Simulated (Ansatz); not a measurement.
input.yaml

```yaml
crystal:
  periodic: [false, false, false]
  atoms:
    - { symbol: H, position_ang: [0.243256, -0.137433, -0.840321] }
    - { symbol: Br, position_ang: [-0.618642, -2.676689, -0.096252] }
    - { symbol: C, position_ang: [0.121644, 0.531837, 0.024358] }
    - { symbol: H, position_ang: [-0.91976, 0.519404, 0.366351] }
    - { symbol: H, position_ang: [0.389321, 1.548817, -0.291489] }
    - { symbol: H, position_ang: [0.78418, 0.214064, 0.837353] }
magnetization:
  spin_polarized: true
  initial_magnetization: 1
basis:
  gaussian: { orbitals: def2-SVP }
hamiltonian:
  xc: r2scanh
neb:
  order_check: false
  images: 7
  f_tol: 0.03
  max_iterations: 10
  final_atoms:
    - { symbol: H, position_ang: [-0.27158096, -0.3627861, 0.78357208] }
    - { symbol: Br, position_ang: [-0.3241863, -2.54636349, -1.0247096] }
    - { symbol: C, position_ang: [0.06488795, 0.50812458, 0.20447025] }
    - { symbol: H, position_ang: [-0.70483357, 1.28732811, 0.25493442] }
    - { symbol: H, position_ang: [0.22952048, 0.23753452, -0.84751053] }
    - { symbol: H, position_ang: [1.00619142, 0.87616238, 0.62924338] }
  initial_path:
    images:
      - { positions_ang: [[0.243256, -0.137433, -0.840321], [-0.618642, -2.676689, -0.096252], [0.121644, 0.531837, 0.024358], [-0.91976, 0.519404, 0.366351], [0.389321, 1.548817, -0.291489], [0.78418, 0.214064, 0.837353]] }
      - { positions_ang: [[0.15392533, -0.27798875, -0.67156749], [-0.56156449, -2.65558029, -0.25463181], [0.11482264, 0.55539556, 0.06182916], [-0.9055701, 0.63433714, 0.4043912], [0.39810138, 1.43405053, -0.4036274], [0.80028425, 0.30978581, 0.86360634]] }
      - { positions_ang: [[0.06459467, -0.41854451, -0.50281397], [-0.50448699, -2.63447158, -0.41301163], [0.10800127, 0.57895413, 0.09930033], [-0.8913802, 0.74927027, 0.44243141], [0.40688175, 1.31928405, -0.51576581], [0.8163885, 0.40550763, 0.88985968]] }
      - { positions_ang: [[-0.024736, -0.55910026, -0.33406046], [-0.44740948, -2.61336287, -0.57139144], [0.10117991, 0.60251269, 0.13677149], [-0.8771903, 0.86420341, 0.48047161], [0.41566213, 1.20451758, -0.62790421], [0.83249275, 0.50122944, 0.91611301]] }
      - { positions_ang: [[-0.11406667, -0.69965601, -0.16530695], [-0.39033198, -2.59225416, -0.72977126], [0.09435854, 0.62607126, 0.17424265], [-0.8630004, 0.97913655, 0.51851182], [0.4244425, 1.08975111, -0.74004262], [0.848597, 0.59695126, 0.94236635]] }
      - { positions_ang: [[-0.15344524, -0.61543854, 0.07191281], [-0.37379556, -2.58078149, -0.80350584], [0.08699089, 0.59658459, 0.18179955], [-0.8234587, 1.05618444, 0.45261747], [0.375712, 0.87669696, -0.7669096], [0.88799561, 0.66675404, 0.86408561]] }
      - { positions_ang: [[-0.19282382, -0.53122106, 0.30913257], [-0.35725914, -2.56930883, -0.87724043], [0.07962325, 0.56709792, 0.18935645], [-0.78391699, 1.13323233, 0.38672312], [0.32698149, 0.66364282, -0.79377657], [0.92739421, 0.73655682, 0.78580487]] }
      - { positions_ang: [[-0.23220239, -0.44700358, 0.54635232], [-0.34072272, -2.55783616, -0.95097502], [0.0722556, 0.53761125, 0.19691335], [-0.74437528, 1.21028022, 0.32082877], [0.27825098, 0.45058867, -0.82064355], [0.96679281, 0.8063596, 0.70752412]] }
      - { positions_ang: [[-0.27158096, -0.3627861, 0.78357208], [-0.3241863, -2.54636349, -1.0247096], [0.06488795, 0.50812458, 0.20447025], [-0.70483357, 1.28732811, 0.25493442], [0.22952048, 0.23753452, -0.84751053], [1.00619142, 0.87616238, 0.62924338]] }
```

Command:

```bash
$ ansatz run input.yaml --threads 2 --pin off --max-ram 3072MiB --backend cpu --events-out ev --progress --plain --runs-dir out
```

Hardware: 2 threads of Intel(R) Xeon(R) Platinum 8488C (Sapphire Rapids), on a shared host.

Roughly how long does this run take, and how much memory?

4.6 min, with a peak of 0.25 GiB, for 9 band iterations.
